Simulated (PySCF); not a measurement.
CH3GeI, neutral, multiplicity 1. Atoms are numbered in the order given.

```xyz
6

Ge     0.5317    -1.3510     0.0000
I     -0.0712     1.1730     0.0000
C     -1.3497    -2.0617     0.0000
H     -1.3432    -3.1712     0.0000
H     -1.9008    -1.6986    -0.8933
H     -1.9008    -1.6986     0.8933
```

The structure is a stationary point at PBE-D3(BJ)/def2-SVP. The def2 effective core potentials stand for the cores of I; spin–orbit coupling is left out.

Computed with TDA-ωB97X/def2-SVPD run with PySCF.

Vertical excitations.  State labels are in the subgroup Cs.

### Question
Give excitation energies, oscillator strengths and character. (Estimate from the structure and the level; the computed values follow.)

### Answer

```tsv
state	symmetry	energy (eV)	λ (nm)	f	main pairs
S1	A"	2.74	453	0.014	HOMO→LUMO 95 %
S2	A"	3.97	312	0.003	HOMO−2→LUMO 96 %
S3	A'	4.40	282	0.014	HOMO−1→LUMO 84 %
S4	A"	4.79	259	0.001	HOMO−3→LUMO 96 %
S5	A'	5.06	245	0.161	HOMO→LUMO+1 79 %
S6	A"	5.81	214	0.003	HOMO−1→LUMO+1 93 %
S7	A'	6.08	204	0.250	HOMO−2→LUMO+1 75 %
S8	A'	6.63	187	0.006	HOMO→LUMO+2 53 %, HOMO→LUMO+3 24 %, HOMO→LUMO+4 9 %
S9	A'	6.86	181	0.172	HOMO→LUMO+3 51 %, HOMO→LUMO+2 27 %
S10	A'	7.39	168	0.164	HOMO−2→LUMO+2 41 %, HOMO−3→LUMO+1 20 %, HOMO→LUMO+4 13 %
T1	A"	1.82	680	0	HOMO→LUMO 85 %
T2	A"	3.74	332	0	HOMO−2→LUMO 87 %
T3	A'	3.78	328	0	HOMO−1→LUMO 98 %
T4	A'	4.18	297	0	HOMO→LUMO+1 88 %
```
Triplets are in the Tamm–Dancoff approximation.
